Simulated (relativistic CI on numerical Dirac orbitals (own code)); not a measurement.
**Sm LXII: sensitivity of the levels to the model**

Base calculation: Dirac-Coulomb-Breit CI, orbitals from a KLI potential per configuration, a model potential for QED.

Configuration list: 1s, 2s, 2p, 3s, 3p, 3d, 4s, 4p, 4d, 4f, 5s, 5p, 5d, 5f, 5g, 6s, 6p, 6d. Levels of other configurations are missing.

Variants: (1) QED terms removed; (2) non-relativistic limit. Shifts of the energy above 1s ²S1/2, in eV, for the lowest level and the first level of each name with at least 55 % of one term (blank where a level changes its place among those of its configuration and J or its character, or is not in the variant):

```
    Level     Base   Δ(1)     Δ(2)
 1s ²S1/2      0.0    0.0      0.0
2p ²P°1/2  41200.1  +68.2  -1977.5
 2s ²S1/2  41212.1  +57.3  -1989.2
2p ²P°3/2  41969.4  +67.2  -2746.8
3p ²P°1/2  49073.0  +68.8  -2586.4
 3s ²S1/2  49076.5  +65.5  -2589.9
 3d ²D3/2  49301.3  +69.0  -2814.7
3p ²P°3/2  49301.8  +68.5  -2815.3
 3d ²D5/2  49369.9  +68.8  -2883.4
4p ²P°1/2  51796.0  +68.9  -2767.1
 4s ²S1/2  51797.5  +67.5  -2768.6
 4d ²D3/2  51891.9  +69.0  -2863.0
4p ²P°3/2  51892.1  +68.8  -2863.2
4f ²F°5/2  51920.9  +69.0  -2892.0
```
